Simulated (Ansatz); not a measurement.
Molecule: C₃H₄Cl, charge -1, multiplicity 1. It need not be the lowest isomer of its formula. Whether it binds its extra electron was not tested at this geometry. SMILES: [CH-]=CCCl
Coordinates optimised at B3LYP-D3(BJ)/def2-TZVP (Ansatz, an electronic-structure program):
```
C
C 1 1.3557
H 1 1.1029 2 126.55
H 2 1.1129 1 108.69 3 -2.59
C 1 1.4636 3 113.59 2 -176.55
H 5 1.0855 1 111.58 3 176.16
H 5 1.0892 6 112.71 1 132.91
Cl 5 1.9716 6 102.43 7 104.16
```
Charge -1, spin multiplicity 1.

Parts of the frozen-core correlation energy in 6-31G* (Ansatz, hartree). Frozen orbitals: 8; correlated occupied orbitals by spin: 12 and 12; virtual: 52 and 52. No spin-orbit coupling. Non-relativistic.

```tsv
term	value
reference (HF)	-575.30376
MP2 opposite-spin	-0.38196
MP2 same-spin	-0.12760
CCSD correlation	-0.55230
(T)	-0.01993
T1 diagnostic	0.015
largest doubles amplitude	0.042
```
